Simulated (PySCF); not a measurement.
## NMR problem set

- GFN2-xTB structure
- shieldings: GIAO PBE0/pcSseg-1
- code: PySCF 2.14.0 with density-fitted response routines
- relativity neglected, fast rotation and ring inversion assumed for equivalent nuclei, gas phase, single conformer

Chemical shifts δ = σref − σ; 1H and 13C vs TMS, all at this level. Splittings of carbon signals by F and P are missing where no couplings were computed. Where no couplings were computed, multiplicities follow the n + 1 count of equivalent neighbours, and m marks all less simple cases (inequivalent or close neighbours, rings, F or P nearby). Shifts are as computed. Against solution values, carbons near 30 ppm lie about +3 ppm off and those near 130 ppm about +5 ppm. Of 1211 compounds with measured shifts, 218 miss one by over three times the rms of a fit or turn the order of signals round; such compounds aren't used in these exercises.

(1) C5H11PSi. 1H NMR (600 MHz, computed): δ 5.34 (m, 1H), 2.35 (m, 1H), 2.02 (m, 1H), 1.63 (m, 1H), 1.55 (m, 1H), 1.15 (m, 2H), 0.60 (m, 1H), 0.56 (m, 1H), 0.52 (m, 1H), 0.42 (m, 1H). 13C{1H} NMR (computed): δ 34.3 (CH2), 17.5 (C), 17.2 (CH2), 16.6 (CH2), 10.5 (CH2). Identify the compound.

(2) C11H8. 1H NMR (300 MHz, computed): δ 7.77 (d, 1H), 7.73 (s, 1H), 7.56 (d, 1H), 5.88 (m, 1H), 5.63 (m, 1H), 5.53 (m, 1H), 4.34 (m, 1H), 2.75 (s, 1H). 13C{1H} NMR (computed): δ 150.4 (CH), 141.6 (CH), 139.6 (C), 138.8 (C), 127.6 (C), 124.3 (CH), 122.1 (CH2), 119.0 (CH), 89.9 (C), 86.0 (CH), 42.4 (CH). Identify the compound.

Answers

(1) `C1C2([Si@H](P)CC2)C1`. 5 carbon signals for 5 carbons: no two carbons are equivalent. Carbon types of the structure: 1 × C, 4 × CH2, leaving 3 H on heteroatoms. δC 34.3: sp3 CH2 in a ring; saturated and bonded to C and H only. δC 17.5, 17.2, 16.6: three-membered-ring carbon; carbons of three-membered rings are unusually shielded. δC 10.5: sp3 CH2 bonded to Si; an electropositive neighbour leaves it electron-rich and shielded. δH 0.60, 0.56, 0.52, 0.42: hydrogen on a three-membered-ring carbon; cyclopropane-type protons are shielded by the ring.

This is the structure that produced the data.

(2) `InChI=1S/C11H8/c1-3-8-5-6-10-9(4-2)11(10)7-8/h1,4-7,9H,2H2/t9-/m1/s1`. Rings plus π bonds: 8 (2 rings in the answer). 11 carbon signals for 11 carbons: no two carbons are equivalent. Carbon types of the structure: 4 × C, 6 × CH, 1 × CH2, which accounts for all hydrogens. δC 150.4: alkene CH; an sp2 carbon of a C=C bond. δC 122.1: terminal =CH2 carbon; an sp2 carbon of a C=C bond. δC 89.9: alkyne carbon; the triple bond shields along its axis, which puts it between sp3 and sp2 carbons. δC 86.0: terminal alkyne carbon; the triple bond shields along its axis, which puts it between sp3 and sp2 carbons.

The data come from this structure; uniqueness wasn't tested.
